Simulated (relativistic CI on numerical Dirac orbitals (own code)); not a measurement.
**What each ingredient does to the levels of W¹⁴⁺**

Base calculation: Dirac-Coulomb-Breit CI, KLI orbitals optimised for each configuration, QED by a radiative potential, unscaled Slater integrals.

CI space (outside the closed core [Kr]): 4d10.4f12.5s2, 4d10.4f14, 4d10.4f13.5s, 4d10.4f12.5s.5p, 4d10.4f11.5s2.5p, 4d10.4f13.5p, 4d10.4f11.5s.5p2, 4d10.4f12.5s.5d, 4d10.4f13.5d, 4d10.4f11.5s2.5d, 4d10.4f12.5s.5f, 4d10.4f12.5p.5d, 4d10.4f13.6s, 4d10.4f10.5s2.5p.6s, 4d9.4f13.5s2, 4d10.4f12.5s.5g, 4d10.4f11.5s2.6s, 4d10.4f13.5f, 4d10.4f12.5p.6s, 4d10.4f12.5s.6s, 4d10.4f13.5g, 4d10.4f12.5s.6p, 4d10.4f11.5s2.6d, 4d10.4f11.5s2.7s, 4d10.4f11.5s.6s2, 4d10.4f12.5s.7s, 4d10.4f12.5s.7p, 4d10.4f12.6s2, 4d10.4f11.5p.6s2, 4d10.4f11.5d.6s2. Double excitations out of closed p, d and f shells are left out; levels of such configurations are missing from the list, as are those of other unlisted configurations, and high levels can miss mixing partners.

The lowest level and the first level of each name with at least 55 % of one term (blank where a level has no safe partner in the second run):

```
                Level  Base (cm⁻¹)  Shift (cm⁻¹)
   4d10.4f12.5s2 3H_6          0.0           0.0
   4d10.4f12.5s2 3F_4       9426.1          +0.5
   4d10.4f12.5s2 3H_5      16430.8          -0.1
   4d10.4f12.5s2 3F_3      27601.2          +1.0
   4d10.4f12.5s2 3F_2      27910.2          +1.7
   4d10.4f12.5s2 1I_6      61111.1          +3.5
   4d10.4f12.5s2 3P_0      65161.9          +2.7
   4d10.4f12.5s2 3P_1      67780.7          +5.8
4d10.4f11.5s2.5p 5H_7     127747.6       +5508.0
   4d10.4f12.5s2 1S_0     133995.0         -64.2
   4d10.4f13.5s 3F°_4     135107.3       -4982.4
   4d10.4f13.5s 3F°_3     139454.6       -4981.4
   4d10.4f13.5s 3F°_2     152907.8       -4983.9
   4d10.4f13.5s 1F°_3     158369.6       -4981.3
```

At this charge transitions that keep the count of f electrons are usually good to a few per cent. Terms inside the open d or f shell come out 10 to 20 % too wide with unscaled integrals. Levels and lines within the n = 5 or 6 shells can be off by up to 10 % or somewhat more, and those that change n by about 2 %, since core polarisation is missing. Levels that differ in their count of f electrons can be misplaced by several ten thousand cm⁻¹, since the correlation energy of f electrons is missing or only estimated; rates across such gaps can be off by orders of magnitude.

(1) One thing was changed in a second run, which moved the levels as shown. Which?
A. QED terms removed
B. configuration mixing switched off
C. Breit term removed
D. P86 correlation estimate

Results:

(1) D. P86 correlation estimate. A correlation estimate moves all levels of a configuration together before mixing; mixed levels move by a weighted share.

LS names give the leading component of a level, which can be under half, so a name can repeat, a term be missing and a line seem to break the LS rules.
